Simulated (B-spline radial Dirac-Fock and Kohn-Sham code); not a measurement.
Binding energies of Ag³⁺ at several levels of theory

System: silver as Ag³⁺, configuration [Kr] 4d8.

The density-functional columns are spherical, spin-unpolarised Dirac-Kohn-Sham results without Breit or QED terms: −ε is minus the orbital energy of the initial state and ΔSCF the difference of two total energies. The reference in the last column comes from multi-electron Dirac-Fock with separately optimised hole states, Breit and Lamb-shift corrections added in first order. All numbers are from a B-spline atomic structure program, in eV; a selection of levels is shown. For the 1s level of heavy atoms much of the gap between ΔSCF and the reference is the Breit and QED part, -78.4 eV here; for other levels the error of the functional can be larger.

| level | PBE −ε | PBE ΔSCF | LDA −ε | LDA ΔSCF | Dirac-Fock |
| --- | --- | --- | --- | --- | --- |
| K (1s) | 25353.8 | 25667.5 | 25322.4 | 25635.2 | 25564.7 |
| L1 (2s) | 3765.9 | 3821.2 | 3762.3 | 3817.7 | 3864.3 |
| L2 (2p1/2) | 3502.5 | 3571.1 | 3501.3 | 3570.0 | 3576.5 |
| L3 (2p3/2) | 3327.1 | 3392.2 | 3326.2 | 3391.3 | 3403.7 |
| M1 (3s) | 722.7 | 742.4 | 721.5 | 741.3 | 771.6 |
| M2 (3p1/2) | 617.9 | 638.0 | 617.6 | 637.8 | 656.9 |
| M3 (3p3/2) | 586.9 | 606.5 | 586.7 | 606.3 | 625.6 |
| N1 (4s) | 133.6 | 143.3 | 133.6 | 143.3 | 152.0 |
| N2 (4p1/2) | 100.4 | 109.7 | 100.5 | 109.8 | 113.7 |
| N3 (4p3/2) | 95.17 | 104.3 | 95.25 | 104.4 | 108.5 |
| N4,5 (4d) | 43.73 | 51.71 | 43.97 | 51.94 | 50.02 |

Q: Order the estimates of the K (1s) level by their distance from the Dirac-Fock value, nearest first.
A. PBE ΔSCF
B. LDA −ε
C. LDA ΔSCF
D. PBE −ε

A: C (70.5 eV), A (102.8 eV), D (210.9 eV), B (242.3 eV).

Values without a named source are computed, but for edge energies of neutral atoms, which are taken from tables.
